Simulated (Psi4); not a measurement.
Cl4SW (SMILES [S]=[W]([Cl])([Cl])([Cl])[Cl]), singlet, at a GFN2-xTB geometry (such geometries of metal compounds can be far from the true shape) (core potentials on W), with bond 2-1 at 1.3 times its length. Base run: HF/def2-SVP (Psi4).

Geometry (Å):
```xyz
6

W      0.0514    -0.0221     0.0544
S      1.9323    -0.8326     2.0478
Cl    -1.4604     0.6293    -1.5477
Cl     0.2731     2.1526     0.4917
Cl     1.1978    -0.9237    -1.6316
Cl    -1.6442    -1.1543     0.9563
```
Charge 0, spin multiplicity 1.
All else is at Psi4's defaults (density fitting).
Base energy -2301.18399 Eh.

Each row names what was changed in the base input (with any setting that the change needs).

| change | ΔE vs base (mEh) | SCF cycles | basis functions | outcome |
|---|---|---|---|---|
| base | 0.000 | 24 | 122 | converged |
| d_convergence = 1e-8 | 0.000 | 34 | 122 | converged |
| guess = core | 0.000 | 25 | 122 | converged |
| guess = gwh | -39.016 | 22 | 122 | another SCF solution |
| scf_initial_accelerator = none | 0.000 | 27 | 122 | converged |
| puream = false | -49.687 | 26 | 132 | converged |
| scf_initial_accelerator = ediis | 0.000 | 24 | 122 | converged |
| df_basis_scf = cc-pvtz-jkfit | - | - | 122 | input refused |
| scf_type = out_of_core | -0.219 | 29 | 122 | converged |
| cholesky_tolerance = 1e-3 (with scf_type cd) | 18.429 | 24 | 122 | converged |
| damping_percentage = 20 | - | - | 122 | not converged |
| guess = modhuckel | 0.000 | 20 | 122 | converged |
| soscf = true | -39.010 | 40 | 122 | another SCF solution |

A guess, shift, damping, solver or small numerical setting can't move a converged solution much, so rows marked as another SCF solution ended in a different state.

- df_basis_scf = cc-pvtz-jkfit: ended with `psi4.driver.qcdb.exceptions.BasisSetNotFound: BasisSet::construct: Unable to find a basis set for atom 1 for key JKFIT among:`
